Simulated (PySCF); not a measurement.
Vertical excitations of a molecule C2H6BFN2 from TDA-LC-ωPBE/def2-SVPD (PySCF), as energy in eV (oscillator strength): 6.84 (0.000), 6.92 (0.123), 7.22 (0.567), 7.45 (0.000), 7.56 (0.000), 8.04 (0.116), 8.38 (0.002), 8.47 (0.005), 8.89 (0.002), 9.02 (0.001). Lowest triplet (TDA): 3.73 eV. The structure is a stationary point at PBE-D3(BJ)/def2-SVP. The geometry has at least one imaginary mode, so it is a saddle point at that level. One conformer was computed; it need not be the lowest.

Problem. Identify the compound among the candidates.
A) C/N=C/B(N)F
B) C=C(F)B(N)N
C) FB1NCCN1
D) NB(N)/C=C\F

Solution. B, C=C(F)B(N)N
